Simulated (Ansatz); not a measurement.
# Relative stability

Two relaxed structures of CH$_{2}$SiTe, closed shell (PBE0-D4/def2-TZVP; forces vanish, vibrations not checked).

A:

```
5
angstrom
Si -0.6954 -0.4270 -0.9577
C -0.6068 -0.2150 0.7390
Te 1.1450 0.9361 0.4043
H -0.9574 -0.3422 1.7522
H 2.3232 -0.2481 0.5775
```

B:

```tsv
atom	x (Å)	y (Å)	z (Å)
Si1	-1.2878	-0.9033	-0.1550
C2	-0.4702	0.6287	0.3977
Te3	1.2396	-0.3569	0.7083
H4	-1.1891	-0.5273	-1.6310
H5	-0.5981	1.6909	0.5791
```

Program: Ansatz 0.2.0. Basis: def2-TZVPP. Cores are frozen in the correlated methods. Filled d shells of the heavier atoms are correlated. Core potentials replace the inner electrons of the atoms past krypton. The def2 sets are not built for correlating such inner shells, so the correlated values are less sure here. B3LYP uses VWN-RPA correlation.

Task: Which structure is lower at CCSD(T), and by how much? (To be estimated.)

Result: The calculation gives: A, by 0.481 eV (electronic energy, against the other). By their contacts, A is CH₂SiTe ([CH]1[Si][TeH]1) and B is CH₂SiTe ([CH]1[SiH][Te]1).

All methods give the same order:

```
   method  E(B) − E(A) (eV)
   PBE-D4             0.363
r2SCAN-D4             0.393
  PBE0-D4             0.494
 B3LYP-D4             0.412
  wB97M-V             0.632
       HF             0.591
      MP2             0.567
     CCSD             0.558
  CCSD(T)             0.481
```

T1 diagnostic: at most 0.026. The T1 diagnostic is large here, which may signal multireference character or strong orbital relaxation, so CCSD(T) is less sure. The restricted Hartree–Fock reference is unstable towards an unrestricted one at one or more of these structures.

Labels in which every atom is bracketed show which atoms are joined, not bond orders.

For scale, one of the runs: CCSD(T)/def2-TZVPP, 151 basis functions, launched by `ansatz run in.yaml --threads 2 --pin off --events-out ev --progress --plain --max-ram 4352MiB`. Hardware: 2 CPU threads of an Arm Neoverse V2, shared host. Wall time 28 s; peak host memory 1.1 GiB.
